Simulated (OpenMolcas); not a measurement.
**C: Slater's ratio, thermal populations, the spin-orbit constant, worked from levels**

```json
{"Program": "OpenMolcas", "Basis": "ANO-R1 [3s2p1d]", "Scalar Hamiltonian": "X2C, finite nucleus", "Active space": "2 electrons in 3 orbitals (2p)", "State averaging": "2S+1 = 3 even, 3 roots; 2S+1 = 1 even, 6 roots", "Spin-orbit coupling": "RASSI with atomic mean-field integrals over the reference wave functions, term energies averaged over their components"}
```

Methods: CASSCF; SS-CASPT2, IPEA 0.25 Eh, imaginary shift 0.1 Eh (closed shells correlated: 1s 2s). Measured levels: NIST Handbook of Basic Atomic Spectroscopic Data.

**Slater's ratio.** With one set of orbitals, p2 has 1D - 3P = 6 F2 and 1S - 1D = 9 F2 (F2 = F²/25), a ratio of 3/2. Term energies are centres of gravity, weighted by 2J + 1.

```csv
Source,1D - 3P,1S - 3P,F2 from the first,Ratio
CASSCF,12848,31771,2141,1.473
SS-CASPT2,11546,25518,1924,1.210
measured,10163,21618,1694,1.127
```

Energies in cm-1. A ratio away from 3/2 shows effects beyond one configuration with one set of orbitals, and in heavier atoms second-order spin-orbit shifts.

**Thermal populations.** Z = Σ (2J + 1) exp(-E/kT) with k = 0.695035 cm-1/K, over the levels below. No other level of either list lies under 33700 cm-1, which is above 7 kT at each temperature.

| Level | 2J + 1 | SS-CASPT2 | measured |
| --- | --- | --- | --- |
| 2s2 2p2 3P0 | 1 | 0.0 | 0.0 |
| 2s2 2p2 3P1 | 3 | 15.1 | 16.4 |
| 2s2 2p2 3P2 | 5 | 45.2 | 43.4 |
| 2s2 2p2 1D2 | 5 | 11580 | 10193 |
| 2s2 2p2 1S0 | 1 | 25550 | 21648 |

```
T (K)  Z, SS-CASPT2  Z, measured levels  Ground level (%), SS-CASPT2  Ground level (%), measured levels
 2000         8.809               8.814                         11.4                               11.3
 3000         8.891               8.911                         11.2                               11.2
 5000         9.102               9.192                         11.0                               10.9
```

At 5000 K, kT = 3475 cm-1, and the computed levels give Z = 1.000 + 2.987 + 4.935 + 0.179 + 0.001 = 9.102.

**The spin-orbit constant.** For the Hund term 3P of p2, E(J) = (A/2) J(J+1) + constant and ζ = 2S·A = 2A. From J = 0 to J = 2 the energy changes by 3 A.

```
   Source  E(2) - E(0)     A   ζ
   CASSCF         45.2  15.1  30
SS-CASPT2         45.2  15.1  30
 measured         43.4  14.5  29
```

All in cm-1. SS-CASPT2 is off by +4.1 % and CASSCF by +4.1 %. Both methods take the spin-orbit matrix elements from the reference wave functions, so the second can move ζ only through the term energies and any multistate remixing. Second-order mixing with other terms is absorbed into this ζ.

CASPT2 does not keep the components of a term degenerate, so their means are used; among the terms shown or strongly mixed into the levels shown the widest spread is 97 cm-1 (2s2 2p2 1D, SS-CASPT2). With the s shell closed, the reference lacks s² → p² mixing. Without dynamic correlation excited terms often stand tens of per cent too high (terms of higher spin than the ground term too low), and those without a measured partner can miss by more than the paired ones (holds for CASSCF). Some terms miss by over 15 % even with CASPT2, which points to a basis or an active space too small for the shells correlated (holds for SS-CASPT2). Measured partners are found by configuration, term and J. A level has none where our copy of the source lacks it or the pairing is in doubt (some pairs that miss far off the trend of their configuration count as doubtful), and it then counts in no deviation. Levels of configurations outside the active space are missing.
